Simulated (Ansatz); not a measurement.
Ansatz results at the PBE0-D4/def2-TZVP geometry: ideal-gas entropy at 298 K and 1 bar (rigid rotor, harmonic PBE0-D4/def2-TZVP) 410 J/(mol·K); LUMO energy (B3LYP/def2-TZVPP) -0.40 eV; size of the dipole moment (PBE/def2-TZVPP) 2.12 D.

Each molecule was computed in one conformer, which needn't be the lowest.

Task: Which molecule gave them?
A. `[CH3][Zr]([NH2])([OH])[OH]`
B. `[Cl][Zr]([Cl])([Cl])[Br]`
C. `[OH][Zr]([OH])([F])[F]`
D. `[Cl][Zr]([Cl])([Br])[Br]`

Result: A. The others give `[Cl][Zr]([Cl])([Cl])[Br]`: 392, -2.87, 0.10; `[OH][Zr]([OH])([F])[F]`: 368, -0.72, 3.29; `[Cl][Zr]([Cl])([Br])[Br]`: 406, -2.93, 0.12.

B3LYP here is the variant with VWN-RPA as its local correlation; programs differ in this.
